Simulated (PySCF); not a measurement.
CH6BFGeO, SMILES CO[B](F)[GeH3].

Coordinates come from a TPSSh-D3(BJ)/def2-SVP optimisation. The structure was generated by enumeration, and PubChem lists no compound with its InChIKey, so it may never have been made. The values are those of a single conformer.

The numbers are results of TDDFT-PBE/def2-SVPD in PySCF, not measurements.

Vertical excitations. Gas-phase values at a fixed geometry. State labels are in the subgroup Cs.

Computed UV-visible absorptions:
| state | symmetry | energy (eV) | λ (nm) | f | main pairs |
|---|---|---|---|---|---|
| S1 | A" | 6.02 | 206 | 0.017 | HOMO→LUMO 96 % |
| S2 | A' | 6.65 | 187 | 0.051 | HOMO→LUMO+1 99 % |
| S3 | A" | 6.84 | 181 | 0.004 | HOMO−2→LUMO 98 % |
| S4 | A' | 7.01 | 177 | 0.071 | HOMO−1→LUMO 77 %, HOMO−3→LUMO 14 % |
| S5 | A' | 7.10 | 175 | 0.017 | HOMO→LUMO+2 63 %, HOMO−3→LUMO 22 %, HOMO−1→LUMO 13 % |
| S6 | A' | 7.33 | 169 | 0.049 | HOMO−3→LUMO 49 %, HOMO→LUMO+2 28 %, HOMO→LUMO+3 8 % |
| S7 | A" | 7.44 | 167 | 0.015 | HOMO−1→LUMO+1 97 % |
| S8 | A" | 7.48 | 166 | 0.003 | HOMO−4→LUMO 95 % |
| S9 | A' | 7.71 | 161 | 0.004 | HOMO→LUMO+3 77 %, HOMO→LUMO+5 15 % |
| S10 | A' | 7.80 | 159 | 0.014 | HOMO→LUMO+4 63 %, HOMO−2→LUMO+1 32 % |
| T1 | A" | 5.14 | 241 | 0 | HOMO→LUMO 98 % |
| T2 | A' | 6.10 | 203 | 0 | HOMO−1→LUMO 97 % |
| T3 | A' | 6.41 | 193 | 0 | HOMO→LUMO+1 63 %, HOMO−3→LUMO 32 % |
| T4 | A' | 6.55 | 189 | 0 | HOMO−3→LUMO 59 %, HOMO→LUMO+1 36 % |
Triplets are in the Tamm–Dancoff approximation, which puts them higher than full response would, so one can lie above its singlet here.
